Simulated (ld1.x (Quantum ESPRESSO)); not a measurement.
# Ar: PAW pseudisation with LDA (PZ), non-relativistic reference atom.

* Element: argon (Ar)
* Generator: ld1.x (Quantum ESPRESSO) 7.5
* Type: PAW
* Functional: LDA (PZ)
* Relativity: non-relativistic
* Frozen core: [Ne]
* Valence charge: 8
* Reference configuration: 3s2 3p6
* Partial waves: 3s (bound): rcut 0.90, rcutus 1.00 bohr; 3s channel at -1.25 Ry: rcut 0.90, rcutus 1.00 bohr; 3p (bound): rcut 1.15, rcutus 1.45 bohr; 3p channel at 3.4 Ry: rcut 1.15, rcutus 1.45 bohr
* Local potential: all-electron potential smoothed inside 0.80 bohr (lloc = -1)
* Core correction: Bessel-smoothed model core inside 0.90 bohr
* Augmentation charge: PSQ, radius 0.90 bohr

- Cutoffs needed: 40 Ry and 80 Ry (the cutoffs (Ry, on a coarse ladder) from which the occupation-weighted sum of valence levels, in a spherical-Bessel basis at the reference potential, stays within 10 and 1 mRy of its value at 400 Ry)
- Ghost test: ghost state, extra bound levels that the all-electron valence spectrum of the same l lacks: s at -186.2 eV; a true bound ghost makes a file unfit for plane-wave use (spherical-Bessel basis up to 400 Ry, 20 bohr box)
- Largest excitation error: -69 meV (all-electron minus pseudo) for 3s2 3p2, out of 6 test configurations
- Lowest eigenvalue of the overlap operator: 0.61 (s channel)
- Density cutoff estimated by the generator: 314 Ry
